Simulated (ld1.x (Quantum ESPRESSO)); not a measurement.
Transferability test, TM potential for silver

ld1.x (Quantum ESPRESSO) 7.5 input, shortened:

```
&input
   title='Ag', zed=47., rel=2, dft='PBE', iswitch=3,
   config='[Kr] 4d8 5s0 5p0', rel_dist='average'
 /
 &inputp
   pseudotype=2, tm=.true., lloc=1,
   nlcc=.false.
 /
3
4S  1  0   2.00   0.00  1.10  1.10  0.0
4D  3  2   8.00   0.00  1.40  1.40  0.0
4P  2  1   6.00   0.00  1.00  1.00  0.0
 &test
   configts(1)='4s2 4p6 4d8 5s0 5p0'
 /
```

Open shells are filled in proportion to 2j + 1 (rel_dist='average').

Energies are relative to the spin-unpolarised reference configuration 4s2 4p6 4d8 5s0 5p0; without spin polarisation the order of configurations can differ from experiment. The p channel is local and has no spin–orbit splitting in the pseudo-atom.

| valence configuration | charge | ΔE all-electron (eV) | error AE − PS (meV) |
| --- | --- | --- | --- |
| 4s2 4p6 4d10 5s1 5p0 | 0 | -66.065 | +87 |
| 4s2 4p6 4d10 5s0 5p0 | +1 | -58.306 | +9.9 |
| 4s2 4p6 4d9 5s0 5p0 | +2 | -36.191 | +3.7 |
| 4s2 4p6 4d9 5s1 5p0 | +1 | -52.911 | +131 |
| 4s2 4p6 4d9 5s1 5p1 | 0 | -57.497 | +127 |
| 4s2 4p6 4d7 5s0 5p0 | +4 | 51.710 | +6.6 |
| 4s2 4p6 4d10 5s0.5 5p0 | +0.5 | -63.047 | +55 |

Levels in the configuration 4s2 4p6 4d10 5s0 5p0:

```tsv
level	all-electron (eV)	pseudo (eV)
4s j=1/2	-103.217	-103.238
4p j=1/2	-70.291	-66.866
4p j=3/2	-65.218	-66.866
4d j=3/2	-15.981	-15.986
4d j=5/2	-15.414	-15.420
```

A Bessel basis up to 400 Ry misses an occupied level by 3.81 Ry, so cutoffs and ghosts were not judged. The potential misses its own reference levels by up to 3.5 eV, so it is not fit for use.
